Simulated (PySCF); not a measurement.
Computed with PBE-D3(BJ)/def2-TZVP // M06-2X/def2-TZVP (PySCF 2.14.0). Gas-phase values, no solvent. 

Reference species (SMILES): `[SiH3]B` (neutral, multiplicity 1).

The dipole moment is 0.28 D.

Changed species: `[SiH3]B[SiH3]` (whole molecule; the reference has whole molecule).

Q: What does the change do to the dipole moment?

A: the dipole moment increases by 0.05 D, to 0.33 D.
